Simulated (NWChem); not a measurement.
C₃H₄N₂O; SMILES CO/C=N/C#N

```xyz
10

C     -0.7977    -2.1175     0.0000
O      0.5378    -1.6261     0.0000
C      0.7091    -0.3301     0.0000
N     -0.2687     0.4938     0.0000
C     -0.0561     1.8043     0.0000
N      0.0402     2.9641     0.0000
H     -0.7170    -3.2100     0.0000
H     -1.3351    -1.7670     0.8928
H     -1.3351    -1.7670    -0.8928
H      1.7749    -0.0548     0.0000
```
Atoms are numbered in this order, from 1.

All runs: NWChem. Pople sets run with spherical d functions. All runs use the structure optimised with PBE0/def2-SVP. Atomic charges in e: unrestrained fits to the electrostatic potential beside Mulliken populations; buried atoms are poorly determined by the fit.

For level Hartree-Fock/6-31G*:

| Quantity | Value |
|---|---|
| Mulliken C1 | -0.19 |
| Mulliken O2 | -0.59 |
| Mulliken C3 | 0.49 |
| Mulliken N4 | -0.62 |
| Mulliken C5 | 0.47 |

Problem. How do the values read with level B3LYP/def2-SVP instead?

Solution. The Mulliken C1 is 0.18 and the Mulliken O2 is -0.26. The Mulliken C3 is 0.22 and the Mulliken N4 is -0.16. The Mulliken C5 is -0.24.
